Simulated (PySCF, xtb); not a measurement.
C2H5N, SMILES C=NC.

Harmonic wavenumbers (cm⁻¹) from GFN2-xTB (xtb 6.7.1) at its own minimum, in rising order: 201, 451, 668, 985, 1012, 1064, 1095, 1206, 1388, 1422, 1456, 1472, 1763, 2852, 2884, 2989, 3005, 3078.

### Question
What does PBE-D3(BJ)/def2-TZVP in PySCF give at its own minimum? (Estimate from the structure and the level; the computed values follow.)

### Answer
221, 464, 678, 951, 1015, 1083, 1100, 1192, 1375, 1420, 1423, 1454, 1685, 2893, 2898, 3003, 3023, 3057. Paired by order, the mean absolute difference is 20 cm⁻¹ and the zero-point energies are 41.4 and 41.4 kcal/mol.
